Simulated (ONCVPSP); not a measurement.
## Tc (Z = 43), ONCV: configuration errors across variants

```json
{
 "Element": "technetium (Tc)",
 "Generator": "ONCVPSP 4.0.1",
 "Type": "optimised norm-conserving Vanderbilt (ONCV)",
 "Functional": "PBE",
 "Relativity": "fully relativistic",
 "Frozen core": "[Ar] 3d10",
 "Valence charge": "15",
 "Reference configuration": "4s2 4p6 4d5 5s2",
 "Partial waves": "4s+5s: rc 2.05 bohr, ncon 4, nbas 8, qcut 6.4 1/bohr, 3 projectors, debl 2.6 Ha; 4p: rc 1.30 bohr, ncon 3, nbas 7, qcut 7.5 1/bohr, 1 projector; 4d: rc 2.15 bohr, ncon 3, nbas 8, qcut 8.3 1/bohr, 2 projectors, debl 0.9 Ha",
 "Local potential": "polynomial inside 0.85 bohr (lpopt 3, dvloc0 6 Ha)",
 "Core correction": "none"
}
```

Open shells are filled in proportion to 2j + 1.

All-electron excitation energies from the reference (eV): (1) 4s2 4p6 4d5 5s1 8.154; (2) 4s2 4p6 4d5 5s0 23.006; (3) 4s2 4p6 4d4 5s0 51.708; (4) 4s2 4p6 4d3 5s0 93.738.

1 further variants failed, have other tests or too few solved ones, and are left out.

Errors AE − PS in meV (a dash: test not solved or not reliable):

| change | (1) | (2) | (3) | (4) | bound ghosts | GHOST(+) flags above zero |
| --- | --- | --- | --- | --- | --- | --- |
| base | -0.7 | -4.7 | +1.0 | +40 | none | s |
| p: nbas 6 | -0.7 | -4.7 | +0.9 | +40 | none | s |
| d: qcut 10.6 | -0.7 | -4.6 | +1.2 | +30 | none | s |
| d: rc 2.7 | -0.6 | -6.2 | +6.8 | +130 | none | s |

Give the same row for: d: qcut 11.2.

-0.7, -4.8, +1.3, +45; bound ghosts: none; GHOST(+) flags above zero: s.
